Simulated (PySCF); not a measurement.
C6H13O3 (SMILES COC[CH]OCCOC), doublet, geometry from GFN2-xTB; MP2/STO-3G (PySCF).

The PySCF input:
```python
from pyscf import gto, scf, mp

mol = gto.Mole()
mol.atom = '''
    C     3.36064233    1.13411996    0.15655927
    O     2.62953146    0.11588340    0.78942330
    C     2.22133277   -0.94172670   -0.09804301
    C     1.25314828   -0.53894923   -1.14089440
    O     0.00129196   -0.06426956   -0.88193957
    C    -0.48688719   -0.17092261    0.43625535
    C    -1.86297788    0.48259182    0.49499214
    O    -2.83009356   -0.44972084    0.07609765
    C    -4.12156186    0.09347466    0.00147380
    H     4.26124644    0.73273269   -0.32464664
    H     3.64877088    1.83563462    0.93738071
    H     2.75890333    1.65451577   -0.59736372
    H     3.10977918   -1.36258816   -0.58736420
    H     1.80054811   -1.68820087    0.58400122
    H     1.56855606   -0.28421466   -2.13716396
    H     0.20109800    0.32322106    1.13334684
    H    -0.59097708   -1.22575139    0.72067255
    H    -1.87143081    1.36632226   -0.15998179
    H    -2.07479961    0.80865985    1.52579531
    H    -4.45427923    0.46529645    0.97939490
    H    -4.16687391    0.91790725   -0.72102446
    H    -4.77855904   -0.71020645   -0.32375694
'''
mol.basis = 'sto-3g'
mol.spin = 1
mol.verbose = 4
mol.build()

mf = scf.UHF(mol)
mf.kernel()

pt = mp.MP2(mf)
pt.kernel()
print('E(MP2) = %.10f' % pt.e_tot)
```

What does PySCF print? Leave out banner, timings and long lists.


```
PySCF version 2.14.0

[INPUT] verbose = 4
[INPUT] num. atoms = 22
[INPUT] num. electrons = 73
[INPUT] charge = 0
[INPUT] spin (= nelec alpha-beta = 2S) = 1
[INPUT] symmetry False subgroup None
[INPUT] Mole.unit = angstrom
[INPUT] Symbol           X                Y                Z      unit          X                Y                Z       unit  Magmom
[...]
nuclear repulsion = 476.258671374976
number of shells = 40
number of NR pGTOs = 174
number of NR cGTOs = 58
basis = sto-3g
ecp = {}

******** <class 'pyscf.scf.uhf.UHF'> ********
method = UHF
initial guess = minao
damping factor = 0
level_shift factor = 0
DIIS = <class 'pyscf.scf.diis.CDIIS'>
diis_start_cycle = 1
diis_space = 8
diis_damp = 0
SCF conv_tol = 1e-09
SCF conv_tol_grad = None
SCF max_cycles = 50
direct_scf = True
direct_scf_tol = 1e-13
number electrons alpha = 37  beta = 36
Set gradient conv threshold to 3.16228e-05
init E= -455.185834868679

cycle= 1 E= -453.279285371102  delta_E= 1.91  |g|= 0.509  |ddm|= 4.04
cycle= 2 E= -453.457087112491  delta_E= -0.178  |g|= 0.163  |ddm|= 0.844
cycle= 3 E= -453.474584018722  delta_E= -0.0175  |g|= 0.0391  |ddm|= 0.228
cycle= 4 E= -453.47669538931  delta_E= -0.00211  |g|= 0.0129  |ddm|= 0.096
cycle= 5 E= -453.47701205598  delta_E= -0.000317  |g|= 0.00756  |ddm|= 0.031
cycle= 6 E= -453.477152762936  delta_E= -0.000141  |g|= 0.00209  |ddm|= 0.0304
cycle= 7 E= -453.477162751783  delta_E= -9.99e-06  |g|= 0.000741  |ddm|= 0.00804
cycle= 8 E= -453.477163792314  delta_E= -1.04e-06  |g|= 0.000351  |ddm|= 0.00231
cycle= 9 E= -453.477164070799  delta_E= -2.78e-07  |g|= 0.00013  |ddm|= 0.00132
cycle= 10 E= -453.477164111538  delta_E= -4.07e-08  |g|= 4.69e-05  |ddm|= 0.000554
cycle= 11 E= -453.477164116433  delta_E= -4.89e-09  |g|= 1.98e-05  |ddm|= 0.000172
cycle= 12 E= -453.47716411733  delta_E= -8.97e-10  |g|= 7.04e-06  |ddm|= 8.01e-05
Extra cycle  E= -453.477164117395  delta_E= -6.49e-11  |g|= 4.56e-06  |ddm|= 1.25e-05
converged SCF energy = -453.477164117395  <S^2> = 0.76245104  2S+1 = 2.0124125

******** <class 'pyscf.mp.ump2.UMP2'> ********
nocc = (np.int64(37), np.int64(36)), nmo = (58, 58)
E(UMP2) = -453.876934304781  E_corr = -0.399770187385741
E(SCS-UMP2) = -453.912110071272  E_corr = -0.434945953876936
E_corr(same-spin) = -0.0516672357530224
E_corr(oppo-spin) = -0.348102951632718
E(MP2) = -453.8769343048
```
